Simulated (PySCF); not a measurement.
Molfile (atoms numbered from 1):
```
C4H6Cl3F
     RDKit          3D

 14 13  0  0  0  0  0  0  0  0999 V2000
   -1.9355    0.2370    0.4698 C   0  0  0  0  0  0  0  0  0  0  0  0
   -0.6163    0.4434   -0.2512 C   0  0  2  0  0  0  0  0  0  0  0  0
   -0.2698    1.7606   -0.1640 F   0  0  0  0  0  0  0  0  0  0  0  0
   -0.8406    0.0944   -2.0044 Cl  0  0  0  0  0  0  0  0  0  0  0  0
    0.5051   -0.4367    0.3044 C   0  0  0  0  0  0  0  0  0  0  0  0
    1.8334   -0.2870   -0.4254 C   0  0  0  0  0  0  0  0  0  0  0  0
    2.6580    1.2239    0.0198 Cl  0  0  0  0  0  0  0  0  0  0  0  0
    2.8891   -1.6606   -0.0098 Cl  0  0  0  0  0  0  0  0  0  0  0  0
   -1.8116    0.4727    1.5244 H   0  0  0  0  0  0  0  0  0  0  0  0
   -2.2668   -0.7907    0.3630 H   0  0  0  0  0  0  0  0  0  0  0  0
   -2.6881    0.9007    0.0511 H   0  0  0  0  0  0  0  0  0  0  0  0
    0.1831   -1.4763    0.2271 H   0  0  0  0  0  0  0  0  0  0  0  0
    0.6484   -0.1889    1.3586 H   0  0  0  0  0  0  0  0  0  0  0  0
    1.7110   -0.2930   -1.5104 H   0  0  0  0  0  0  0  0  0  0  0  0
  1  2  1  0
  2  3  1  6
  2  4  1  0
  2  5  1  0
  5  6  1  0
  6  7  1  0
  6  8  1  0
  1  9  1  0
  1 10  1  0
  1 11  1  0
  5 12  1  0
  5 13  1  0
  6 14  1  0
M  END
```

Geometry: GFN2-xTB; GIAO absolute shieldings from PySCF, gas phase, non-relativistic, averaged over equivalent atoms.

At PBE0/pcSseg-1 (187 basis functions, 42 s wall time on 1 thread of an Intel Xeon, shared host):
```csv
atoms,σ (ppm)
C2,67.0
C6,103.3
C5,126.0
C1,152.5
F3,290.8
Cl7,652.0
Cl8,658.7
Cl4,659.2
H14,25.11
H13,28.91
H12,29.36
H9/H10/H11,29.81
```

Problem. What do these become at LDA/pcSseg-1?

Solution. 
| atoms | σ at LDA/pcSseg-1 | change |
| --- | --- | --- |
| C2 | 53.2 | -13.8 |
| C6 | 90.6 | -12.7 |
| C5 | 116.7 | -9.3 |
| C1 | 147.1 | -5.4 |
| F3 | 266.2 | -24.6 |
| Cl7 | 593.9 | -58.1 |
| Cl8 | 600.3 | -58.4 |
| Cl4 | 599.1 | -60.1 |
| H14 | 24.24 | -0.87 |
| H13 | 28.35 | -0.56 |
| H12 | 28.67 | -0.69 |
| H9/H10/H11 | 29.33 | -0.48 |

The largest change is at Cl4 (chlorine bonded to C). Cost: 187 basis functions, 32 s wall time on 1 thread of an Intel Xeon, shared host. The order of the carbon signals is the same at both levels.

Carbons that carry Cl, above all several Cl atoms, come out too deshielded, partly because spin–orbit coupling is missing.
